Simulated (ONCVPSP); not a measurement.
**Reading a pseudo-wave (Fe (Z = 26))**

Columns: radius, all-electron u(r) and pseudo u(r) of the 3s shell (level -94.02 eV) of iron in the configuration [Ne] 3s2 3p6 3d6 4s2; PBE, scalar-relativistic, ONCV scheme, ONCVPSP 4.0.1.

```json
{"r (bohr)": "0.068", "all-electron": "0.0899", "pseudo": "0.1410"}
{"r (bohr)": "0.135", "all-electron": "-0.5283", "pseudo": "0.2815"}
{"r (bohr)": "0.202", "all-electron": "-0.6395", "pseudo": "0.4238"}
{"r (bohr)": "0.270", "all-electron": "-0.3602", "pseudo": "0.5684"}
{"r (bohr)": "0.338", "all-electron": "0.0689", "pseudo": "0.7096"}
{"r (bohr)": "0.405", "all-electron": "0.4820", "pseudo": "0.8396"}
{"r (bohr)": "0.473", "all-electron": "0.8186", "pseudo": "0.9555"}
{"r (bohr)": "0.540", "all-electron": "1.0479", "pseudo": "1.0471"}
{"r (bohr)": "0.608", "all-electron": "1.1834", "pseudo": "1.1120"}
{"r (bohr)": "0.675", "all-electron": "1.2373", "pseudo": "1.1449"}
{"r (bohr)": "0.742", "all-electron": "1.2322", "pseudo": "1.1468"}
{"r (bohr)": "0.810", "all-electron": "1.1848", "pseudo": "1.1191"}
{"r (bohr)": "0.878", "all-electron": "1.1104", "pseudo": "1.0666"}
{"r (bohr)": "0.945", "all-electron": "1.0221", "pseudo": "0.9962"}
{"r (bohr)": "1.013", "all-electron": "0.9259", "pseudo": "0.9127"}
{"r (bohr)": "1.080", "all-electron": "0.8304", "pseudo": "0.8247"}
{"r (bohr)": "1.148", "all-electron": "0.7366", "pseudo": "0.7347"}
{"r (bohr)": "1.215", "all-electron": "0.6497", "pseudo": "0.6492"}
{"r (bohr)": "1.283", "all-electron": "0.5684", "pseudo": "0.5683"}
{"r (bohr)": "1.350", "all-electron": "0.4958", "pseudo": "0.4957"}
{"r (bohr)": "1.418", "all-electron": "0.4297", "pseudo": "0.4296"}
{"r (bohr)": "1.485", "all-electron": "0.3718", "pseudo": "0.3717"}
{"r (bohr)": "1.553", "all-electron": "0.3200", "pseudo": "0.3200"}
{"r (bohr)": "1.620", "all-electron": "0.2754", "pseudo": "0.2753"}
{"r (bohr)": "1.688", "all-electron": "0.2358", "pseudo": "0.2358"}
{"r (bohr)": "1.755", "all-electron": "0.2021", "pseudo": "0.2020"}
```

How many radial nodes do the two functions have?

The all-electron 3s function has n − l − 1 = 2; the pseudo-wave has 0, since the states of the same l below it are removed with the core.

At about which radius was the pseudo-wave matched?

1.35 bohr. The columns agree to 0.0005 from 1.28 bohr on; several derivatives are matched, so the curves merge somewhat inside the radius.

Where does each function peak?

Outermost all-electron maximum near 0.68 bohr, pseudo maximum near 0.74 bohr (to the table’s step).

Is the pseudo-wave norm-conserving?

Yes: the ONCV scheme keeps the norm inside the radius equal to the all-electron one, which fixes the energy derivative of the logarithmic derivative at the level.
